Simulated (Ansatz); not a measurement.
Geometry optimisation, RKS B3LYP-D4/def2-SVP in Ansatz.

Input:

```yaml
crystal:
  periodic: [false, false, false]
  atoms:
    - { symbol: B, position_ang: [0.053758, 0.346904, 0.072917] }
    - { symbol: Cl, position_ang: [0.050099, 0.770667, 1.84975] }
    - { symbol: F, position_ang: [1.195302, 0.088276, -0.505081] }
    - { symbol: Cl, position_ang: [-1.40519, 0.551506, -0.880018] }
    - { symbol: O, position_ang: [-0.293629, -2.148058, 0.741685] }
    - { symbol: Al, position_ang: [-0.933146, -3.222183, -0.421055] }
    - { symbol: H, position_ang: [-0.015875, -4.442756, -0.826301] }
    - { symbol: H, position_ang: [-2.3474, -2.949131, -1.055548] }
    - { symbol: H, position_ang: [-0.455621, -1.740225, 1.61555] }
basis:
  gaussian: { orbitals: def2-SVP }
hamiltonian:
  xc: b3lyp
  dispersion: d4
relax:
  f_tol: 0.03
  max_steps: 50
```

Run as:

```bash
$ ansatz run input.yaml --threads 4 --pin off --max-ram 5120MiB --backend cpu --events-out ev --progress --plain --runs-dir out
```

Q: Where does it end, and by what steps?

A: The run converged. After 16 steps the energy has fallen by 1.441 eV; Cl4 moved furthest, 1.19 Å. Joined: B1–O5 (2.61 → 1.47 Å), Cl4–Al6 (3.83 → 2.26 Å).

```tsv
step	energy less start (eV)	largest force component (eV/Å)	accepted
0	0.0000	1.113	yes
1	-0.0305	0.649	yes
2	-0.0508	0.308	yes
3	-0.0769	0.444	yes
4	-0.1083	0.354	yes
5	-0.1598	0.516	yes
6	-0.2646	0.779	yes
7	-0.5369	1.118	yes
8	-0.9149	1.170	yes
9	-1.2002	1.212	yes
10	-1.3502	0.598	yes
11	-1.4064	0.317	yes
12	-1.4295	0.152	yes
13	-1.4354	0.188	yes
14	-1.4398	0.084	yes
15	-1.4409	0.042	yes
16	-1.4413	0.028	yes
```

```xyz
9
Properties=species:S:1:pos:R:3
B 0.216 -0.387 0.449
Cl -0.496 0.837 1.535
F 1.454 -0.220 0.007
Cl -0.961 -0.400 -1.446
O -0.131 -1.771 0.787
Al -1.079 -2.543 -0.725
H -0.129 -3.495 -1.539
H -2.495 -2.925 -0.145
H -0.532 -1.840 1.668
```

Whether the end is a true minimum wasn't checked by a vibrational analysis.

Time of the run: 38 s on 4 threads of Arm Neoverse V1, with other jobs on the host, peak memory 0.27 GiB.
